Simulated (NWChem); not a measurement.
System: CCuFO; SMILES [F][Cu]<-[C-]#[O+]

Output (shortened):

```
             Northwest Computational Chemistry Package (NWChem) 7.3.0
             --------------------------------------------------------

                             Geometry "geometry" -> ""
                             -------------------------

 Output coordinates in angstroms (scale by  1.889725989 to convert to a.u.)

  No.       Tag          Charge          X              Y              Z
 ---- ---------------- ---------- -------------- -------------- --------------
    1 Cu                  29.0000     0.00000000     0.00000000     0.35574500
    2 F                    9.0000     0.00000000     0.00000000     2.09605100
    3 O                    8.0000     0.00000000     0.00000000    -2.56145500
    4 C                    6.0000     0.00000000     0.00000000    -1.43052300

 Effective nuclear repulsion energy (a.u.)     211.7374882706

                              NWChem Property Module
                              ----------------------

                                 NWChem DFT Module
                                 -----------------

 Summary of "ao basis" -> "ao basis" (spherical)
 ------------------------------------------------------------------------------
       Tag                 Description            Shells   Functions and Types
 ---------------- ------------------------------  ------  ---------------------
 Cu                        def2-svpd                12       34   5s4p2d1f
 F                         def2-svpd                 9       23   4s3p2d
 O                         def2-svpd                 9       23   4s3p2d
 C                         def2-svpd                 8       20   4s2p2d

            General Information
            -------------------
          SCF calculation type: DFT
          Wavefunction type:  closed shell.
          No. of atoms     :     4
          No. of electrons :    52
           Alpha electrons :    26
            Beta electrons :    26
          Charge           :     0
          Spin multiplicity:     1
          Use of symmetry is: off; symmetry adaption is: off
          Maximum number of iterations: 150
          AO basis - number of functions:   100
                     number of shells:    38
          Convergence on energy requested:  1.00D-06
          Convergence on density requested:  1.00D-05
          Convergence on gradient requested:  5.00D-04

              XC Information
              --------------
                         PBE0 Method XC Functional
                     Hartree-Fock (Exact) Exchange  0.250
          PerdewBurkeErnzerhof Exchange Functional  0.750
            Perdew 1991 LDA Correlation Functional  1.000 local
           PerdewBurkeErnz. Correlation Functional  1.000 non-local

             Grid Information
             ----------------
          Grid used for XC integration:  medium
          Radial quadrature: Mura-Knowles
          Angular quadrature: Lebedev.
          Tag              B.-S. Rad. Rad. Pts. Rad. Cut. Ang. Pts.
          ---              ---------- --------- --------- ---------
          Cu                  1.35      112          11.0       590
          F                   0.50       49          13.0       434
          O                   0.60       49          13.0       434
          C                   0.70       49          11.0       434
          Grid pruning is: on
          Number of quadrature shells:   259
          Spatial weights used:  Erf1

      Superposition of Atomic Density Guess
      -------------------------------------

 Sum of atomic energies:       -1850.30212610

      Non-variational initial energy
      ------------------------------

 Total energy =   -1850.793306
 1-e energy   =   -2995.936913
 2-e energy   =     933.406119
 HOMO         =      -0.528083
 LUMO         =      -0.040076

   convergence    iter        energy       DeltaE   RMS-Dens  Diis-err
 ---------------- ----- ----------------- --------- --------- ---------
 d= 0,ls=0.0,diis     1  -1852.5683904291 -2.06D+03  4.79D-02  2.88D+00
 d= 0,ls=0.0,diis     2  -1842.7923363988  9.78D+00  5.02D-02  1.09D+02
 d= 0,ls=0.0,diis     3  -1852.6442117236 -9.85D+00  1.46D-02  2.61D+00
 d= 0,ls=0.0,diis     4  -1852.8353041450 -1.91D-01  5.07D-03  7.45D-01
 d= 0,ls=0.0,diis     5  -1852.8865541362 -5.12D-02  2.20D-03  5.09D-02
  Resetting Diis
 d= 0,ls=0.0,diis     6  -1852.8909460576 -4.39D-03  3.33D-04  7.68D-04
 d= 0,ls=0.0,diis     7  -1852.8909536994 -7.64D-06  4.36D-04  7.19D-04
 d= 0,ls=0.0,diis     8  -1852.8906925286  2.61D-04  3.10D-04  3.62D-03
 d= 0,ls=0.0,diis     9  -1852.8910067963 -3.14D-04  1.40D-04  1.92D-04
 d= 0,ls=0.0,diis    10  -1852.8910205506 -1.38D-05  1.11D-05  2.15D-06
 d= 0,ls=0.0,diis    11  -1852.8910206880 -1.37D-07  7.20D-06  3.76D-07

         Total DFT energy =    -1852.891020687970
      One electron energy =    -3000.239484987485
           Coulomb energy =     1026.643830638425
    Exchange-Corr. energy =      -91.032854609507
 Nuclear repulsion energy =      211.737488270598

 Numeric. integr. density =       52.000008186246

                       DFT Final Molecular Orbital Analysis
                       ------------------------------------

 Vector   24  Occ=2.000000D+00  E=-3.187722D-01
              MO Center=  1.2D-07,  1.2D-07,  1.3D+00, r^2= 1.7D+00
   Bfn.  Coefficient  Atom+Function         Bfn.  Coefficient  Atom+Function
  ----- ------------  ---------------      ----- ------------  ---------------
    39      0.376367  2 F  px                40      0.373897  2 F  py
    21     -0.347058  1 Cu d  1              19      0.344780  1 Cu d -1
    42     -0.255623  2 F  px                43     -0.253946  2 F  py
    26     -0.115188  1 Cu d  1              24      0.114432  1 Cu d -1
    62      0.074625  3 O  px                63      0.074135  3 O  py

 Vector   25  Occ=2.000000D+00  E=-3.187722D-01
              MO Center= -8.8D-09, -4.0D-09,  1.3D+00, r^2= 1.7D+00
   Bfn.  Coefficient  Atom+Function         Bfn.  Coefficient  Atom+Function
  ----- ------------  ---------------      ----- ------------  ---------------
    40      0.376367  2 F  py                39     -0.373897  2 F  px
    19      0.347058  1 Cu d -1              21      0.344780  1 Cu d  1
    43     -0.255623  2 F  py                42      0.253946  2 F  px
    24      0.115188  1 Cu d -1              26      0.114432  1 Cu d  1
    63      0.074625  3 O  py                62     -0.074135  3 O  px

 Vector   26  Occ=2.000000D+00  E=-3.115026D-01
              MO Center= -1.5D-07, -1.5D-07,  7.7D-01, r^2= 1.4D+00
   Bfn.  Coefficient  Atom+Function         Bfn.  Coefficient  Atom+Function
  ----- ------------  ---------------      ----- ------------  ---------------
    20      0.638322  1 Cu d  0              84     -0.602532  4 C  s
    41     -0.329564  2 F  pz                61      0.308903  3 O  s
    44      0.243213  2 F  pz                25      0.227535  1 Cu d  0
     3      0.222969  1 Cu s                 98     -0.118254  4 C  d  0
     4     -0.100367  1 Cu s                 14     -0.097461  1 Cu pz

 Vector   27  Occ=0.000000D+00  E=-9.664414D-02
              MO Center=  1.5D-08,  1.3D-08, -1.2D+00, r^2= 2.5D+00
   Bfn.  Coefficient  Atom+Function         Bfn.  Coefficient  Atom+Function
  ----- ------------  ---------------      ----- ------------  ---------------
    85      0.365730  4 C  px                88      0.330579  4 C  px
    86      0.315254  4 C  py                89      0.284954  4 C  py
    62     -0.279006  3 O  px                63     -0.240498  3 O  py
    65     -0.237960  3 O  px                21     -0.204724  1 Cu d  1
    66     -0.205118  3 O  py                19      0.176469  1 Cu d -1

 Vector   28  Occ=0.000000D+00  E=-9.664414D-02
              MO Center=  1.1D-09,  1.9D-09, -1.2D+00, r^2= 2.5D+00
   Bfn.  Coefficient  Atom+Function         Bfn.  Coefficient  Atom+Function
  ----- ------------  ---------------      ----- ------------  ---------------
    86      0.365730  4 C  py                89      0.330579  4 C  py
    85     -0.315254  4 C  px                88     -0.284954  4 C  px
    63     -0.279006  3 O  py                62      0.240498  3 O  px
    66     -0.237960  3 O  py                19      0.204724  1 Cu d -1
    65      0.205118  3 O  px                21      0.176469  1 Cu d  1

 Vector   29  Occ=0.000000D+00  E= 1.005561D-03
              MO Center=  7.6D-08,  7.9D-08,  2.8D-01, r^2= 8.3D+00
   Bfn.  Coefficient  Atom+Function         Bfn.  Coefficient  Atom+Function
  ----- ------------  ---------------      ----- ------------  ---------------
     5      1.707561  1 Cu s                 84     -1.395145  4 C  s
    61      0.484691  3 O  s                 17     -0.424618  1 Cu pz
    38     -0.302071  2 F  s                 20      0.268107  1 Cu d  0
    82     -0.234632  4 C  s                  4      0.199915  1 Cu s
    47      0.188167  2 F  pz                14      0.139922  1 Cu pz

     Multipole analysis of the density
     ---------------------------------

     L   x y z        total         alpha         beta         nuclear
     -   - - -        -----         -----         ----         -------
     0   0 0 0     -0.000000    -26.000000    -26.000000     52.000000

     1   1 0 0      0.000000      0.000000      0.000000      0.000000
     1   0 1 0      0.000000      0.000000      0.000000      0.000000
     1   0 0 1     -1.871583     -1.036217     -1.036217      0.200851

     2   2 0 0    -20.216151    -10.108076    -10.108076      0.000000
     2   1 1 0     -0.000000     -0.000000     -0.000000      0.000000
     2   1 0 1      0.000000      0.000000      0.000000      0.000000
     2   0 2 0    -20.216151    -10.108076    -10.108076      0.000000
     2   0 1 1      0.000000      0.000000      0.000000      0.000000
     2   0 0 2    -28.571488   -207.083469   -207.083469    385.595450

 *** CALLING NEW AORESP DRIVER FOR CLOSED AND OPEN SHELLS ***
 Entering AOResponse driver routine

--------------------------------------------------------------------------------

          -----------------------------------------------
          Solving response equations for perturbing field
          -----------------------------------------------

 number of frequencies:     1
 frequency in a.u.:  0.0000000E+00
 Perturbing field: electric
 Using El. Dipole Length Gauge

 Setting up CPKS with frequency omega =      0.00000000 a.u.

 STATIC response

                                NWChem CPHF Module
                                ------------------

  scftype          =     RHF
  nclosed          =       26
  nopen            =        0
  variables        =     1924
  # of vectors     =        3
  tolerance        = 0.10D-03
  level shift      = 0.00D+00
  max iterations   =       50
  max subspace     =       30

 SCF residual:    1.4109371820567482E-004

Iterative solution of linear equations
  No. of variables     1924
  No. of equations        3
  Maximum subspace       30
        Iterations       50
       Convergence  1.0D-04

   iter   nsub   residual    time
   ----  ------  --------  ---------
     1      3    7.33D+00      16.3
     2      6    7.51D+00      21.9
     3      9    2.05D+00      27.6
     4     12    4.12D-01      33.4
     5     15    1.31D-01      39.1
     6     18    5.63D-02      44.8
     7     21    7.84D-03      50.6
     8     24    1.01D-03      56.3
     9     27    2.53D-04      62.1
    10     30    3.16D-05      68.0

 Electric Dipole Response Matrix (nonzero elements):

              1        2        3
    1   26.1130   0.0000   0.0000
    2    0.0000  26.1130   0.0000
    3    0.0000   0.0000  51.7180

 ------------------------------------------
 average:        34.64800 + I       0.00000

 DFT Linear Response polarizability / au
 Frequency  =       0.0000000 / au
              X              Y              Z
 -----------------------------------------------
 X      26.1130205      0.0000002      0.0000003
 Y       0.0000002     26.1130205      0.0000002
 Z       0.0000003      0.0000003     51.7179542
 -----------------------------------------------
 Eigenvalues =      26.1130203     26.1130208     51.7179542
 Isotropic   =      34.6479984
 Anisotropic =      25.6049337
 -----------------------------------------------

 Magnetic Dipole Response Matrix (nonzero elements):

 Exiting AOResponse driver routine
```

Level: PBE0/def2-SVPD. Structure relaxed at the PBE0/def2-SVP level.

**Question.** Which NWChem input produces such a log?

**Answer.** Several could match; the one computed here: the input that was run:
```
start job
memory heap 200 mb stack 900 mb global 1100 mb
geometry units angstroms noautosym nocenter noautoz
  Cu     0.000000     0.000000     0.355745
  F      0.000000     0.000000     2.096051
  O      0.000000     0.000000    -2.561455
  C      0.000000     0.000000    -1.430523
end
basis spherical
  * library def2-svpd
end
dft
  xc pbe0
  iterations 150
end
property
  response 1 0.0
end
task dft property
```
